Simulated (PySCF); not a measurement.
# How methods differ on the fine-structure interval of Tl⁶⁴⁺

Tl⁶⁴⁺ [Ne] 3s2 3p5 [3p1/2^2 3p3/2^3, M_J = 3/2] → Tl⁶⁴⁺ [Ne] 3s2 3p5 [3p1/2^1 3p3/2^4, M_J = 1/2], as a difference of total energies. Calculation: PySCF 2.14, in an even-tempered Gaussian basis (17 s from 21 bohr⁻², ratio 2.4; 14 p from 28 bohr⁻², ratio 2.4; 4 d from 98 bohr⁻², ratio 2.6; 4 f from 150 bohr⁻², ratio 2.6); the two-component X2C-1e Hamiltonian. Correlated levels: 1s2 frozen; the 46 highest virtual spinors dropped. "Screened" scales the spin-orbit matrix elements by Boettger's factors to mimic the two-electron term; Breit and QED terms are absent.

| method | fine-structure interval (cm⁻¹) |
| --- | --- |
| GHF (screened spin-orbit) | 4407900 |
| GMP2 (screened spin-orbit) | 4408300 |
| GHF (bare spin-orbit) | 4535200 |
